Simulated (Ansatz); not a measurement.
Total energies of Cs₄Cl₄ (the lowest singlet isomer of a short search) from Ansatz at PBE0-D4/def2-TZVP, gas phase (1 Eh = 27.2114 eV = 2625.5 kJ/mol). The reference geometry is relaxed at PBE0-D4/def2-SVP.

Cartesian coordinates in Å:
```
Cs -2.109 1.520 -1.312
Cs 2.291 1.736 0.481
Cs -0.986 -1.035 2.537
Cs 0.804 -2.220 -1.707
Cl 2.013 -1.449 1.253
Cl -0.766 2.118 1.630
Cl -2.187 -1.656 -0.461
Cl 0.940 0.987 -2.422
```

```tsv
state	geometry	energy (Eh)
charge 0 singlet	reference	-1921.37963
charge 1 doublet	reference	-1921.07658
charge 0 triplet	relaxed at PBE0-D4/def2-SVP	-1921.20906
charge 0 quintet	relaxed at PBE0-D4/def2-SVP	-1921.04539
free Cs atom (doublet)	–	-20.13995
free Cl atom (doublet)	–	-459.99739
```

In the def2 sets Cs takes a core potential; there is no spin–orbit coupling.

**Question.** Work out the vertical ionisation energy to the doublet.

**Answer.** E(charge 1 doublet) − E(charge 0 singlet) = -1921.07658 − (-1921.37963) = 0.30305 Eh = 8.25 eV. For comparison, −ε of the highest occupied level is 6.81 eV at this level, 1.44 eV less.

**Question.** Which of the charge 0 states is lowest, and how far above it are the others?

**Answer.** The singlet. triplet: -1921.20906 − (-1921.37963) = 0.17057 Eh = 447.8 kJ/mol; quintet: -1921.04539 − (-1921.37963) = 0.33424 Eh = 877.5 kJ/mol. The triplet differs in its bonds from the reference. The quintet differs in its bonds from the reference.

**Question.** What is the binding energy per atom against free atoms?

**Answer.** Atoms: 4 × (-20.13995) + 4 × (-459.99739) = -1920.54936 Eh. Binding: -1920.54936 − (-1921.37963) = 0.83027 Eh = 22.59 eV, or 2.82 eV for each of 8 atoms (no zero-point energy, no counterpoise term).

The structure comes from a short search, and lower isomers may exist.
